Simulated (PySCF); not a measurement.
**Ni (nickel, neutral): UHF calculation**

Configuration: [Ar] 3d8 4s2, high-spin 3F determinant. Computed with PySCF 2.14 in 6-31G* (5s4p2d1f, 34 functions), with no relativity, point nucleus.

```
Total energy                                     : -1506.610379 hartree
One-electron energy                              : -2093.6487 hartree
Hartree (Coulomb) energy                         : 648.8103 hartree
Exchange energy                                  : -61.7720 hartree
Kinetic energy                                   : 1506.45711 hartree
⟨S²⟩                                             : 2.0032
⟨L²⟩                                             : 12.012
Sum of ⟨r⟩                                       : 21.88 bohr
Sum of ⟨r²⟩                                      : 37.73 bohr²
Density at the nucleus (Gaussians lack the cusp) : 14100 bohr⁻³
Spin density at the nucleus                      : 0.236 bohr⁻³
Langevin diamagnetic susceptibility              : -29.9 ×10⁻⁶ cm³/mol
Time after the integrals                         : 0.09 s of wall time on 1 thread of INTEL(R) XEON(R) PLATINUM 8581C CPU @ 2.30GHz (shared host)
```

```csv
shell,electrons,mean orbital energy (hartree),spread (hartree),"rms radius, mean of both spins (bohr)"
1s α,1,-305.57825,0,0.0635
1s β,1,-305.57708,0,0.0635
2s α,1,-37.93287,0,0.268
2s β,1,-37.85885,0,0.268
2p α,3,-32.95797,0,0.239
2p β,3,-32.88621,0,0.239
3s α,1,-4.95600,0,0.805
3s β,1,-4.76165,0,0.805
3p α,3,-3.36870,0,0.854
3p β,3,-3.13327,0,0.854
3d α,5,-0.70208,0.04938,1.06
3d β,3,-0.60693,0,1.06
4s α,1,-0.27664,0,3.36
4s β,1,-0.26104,0,3.36
```
